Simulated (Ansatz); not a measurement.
Harmonic frequencies (cm⁻¹) at PBE0-D4/def2-TZVP from Ansatz: 97, 227, 272, 377, 611, 2698.

Each molecule was computed in one conformer, which needn't be the lowest.

(1) Which molecule is it?
A. `B[O]`•
B. `[SH][Ga][Br]`•
C. `F[Si](Cl)Br`•
D. `[F][Ge]([F])[Cl]`•

## Answers

(1) B.
